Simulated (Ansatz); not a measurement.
Input:

```yaml
crystal:
  periodic: [false, false, false]
  atoms:
    - { symbol: Al, position_ang: [-0.784592, 0.574732, 0.021805] }
    - { symbol: Cl, position_ang: [-1.207983, 0.147161, 2.126113] }
    - { symbol: C, position_ang: [0.78601, -0.482385, -0.28586] }
    - { symbol: H, position_ang: [0.810735, -0.862428, 0.731935] }
    - { symbol: Cl, position_ang: [-1.993414, 1.862364, -1.091839] }
    - { symbol: H, position_ang: [0.684626, -1.307425, -0.995959] }
    - { symbol: H, position_ang: [1.704619, 0.067981, -0.506196] }
magnetization:
  spin_polarized: true
basis:
  gaussian: { orbitals: "6-31G*" }
hamiltonian:
  xc: pbe0
relax:
  f_tol: 0.03
  max_steps: 50
```

Launched with:

```bash
$ ansatz run input.yaml --threads 2 --pin off --max-ram 3072MiB --backend cpu --events-out ev --progress --plain --runs-dir out
```

Hardware: 2 threads of Arm Neoverse V2, on a shared host.

Q: Roughly how long does this run take, and how much memory?

A: 16 s, with a peak of 0.22 GiB, for 6 ionic steps.
